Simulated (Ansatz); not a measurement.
A nudged elastic band was laid between two geometries of ClGeH₃O₂S (8 atoms, charge 0, multiplicity 1).

The calculation used RKS BHLYP/def2-SVP in Ansatz 0.2.0.

- movable images: 5
- climbing image: yes
- spring: 5.0 eV/Å²
- optimiser: quadratic models (default)
- start path: IDPP
- force threshold: 0.05 eV/Å
- iteration limit: 60
- end points: relaxed

Initial state:

```xyz
8
Properties=species:S:1:pos:R:3
O -0.500 1.447 1.035
Ge 0.145 0.178 0.036
O 1.799 0.081 0.562
S -0.963 -1.723 0.242
Cl 0.066 0.734 -2.046
H -1.453 1.459 1.100
H 2.352 -0.510 0.055
H -1.354 -1.723 -1.040
```

Final state:

```xyz
8
Properties=species:S:1:pos:R:3
O -1.113 1.084 0.949
Ge -0.059 0.077 0.001
O 1.535 0.373 0.656
S -0.689 -2.024 0.109
Cl -0.090 0.685 -2.067
H -0.703 1.894 1.252
H 2.255 -0.086 0.227
H -1.045 -2.060 -1.183
```

(1) Which bonds break or form, and what moves?

(2) Give the energies along the band, and the barrier.

(3) What is the geometry of the highest image?

(4) What are the harmonic wavenumbers there?

Results:

(1) No bond is made or broken. The dihedral H6–O1–Ge2–Cl5 goes from 82 to -85°.

(2) The forces met the threshold. The highest image is number 2 of 0 to 6, 0.011 eV above the first end and 0.047 eV above the last; the last end lies 0.036 eV below the first. A vibrational analysis at the climbing image gives one clearly imaginary mode, 171i cm⁻¹: a first-order saddle point.

| image | path coordinate (Å) | energy (eV) | dihedral H6–O1–Ge2–Cl5 (°) |
| --- | --- | --- | --- |
| 0 | 0.00 | 0.000 | 82 |
| 1 | 0.54 | 0.000 | 51 |
| 2 | 1.07 | 0.011 | 8 |
| 3 | 1.40 | 0.003 | -23 |
| 4 | 1.72 | -0.017 | -47 |
| 5 | 2.03 | -0.032 | -68 |
| 6 | 2.34 | -0.036 | -85 |

(3) 
```xyz
8
Properties=species:S:1:pos:R:3:forces:R:3
O -0.782 1.157 1.184 -0.01 0.01 0.03
Ge 0.082 0.126 0.081 0.00 0.01 0.01
O 1.751 0.275 0.556 -0.01 -0.02 -0.03
S -0.552 -1.986 0.127 0.01 0.00 -0.01
Cl -0.239 0.881 -1.915 0.00 0.00 0.00
H -1.350 1.807 0.777 0.00 0.00 -0.02
H 2.321 -0.408 0.209 0.01 0.00 0.01
H -1.140 -1.908 -1.076 -0.01 0.00 0.00
```

(4) 171i, 102, 148, 165, 201, 235, 254, 305, 412, 441, 766, 785, 789, 893, 925, 2786, 4013, 4023 cm⁻¹.

Run time: 4.1 min on 2 threads of Arm Neoverse V2 (shared host), peak memory 0.28 GiB.
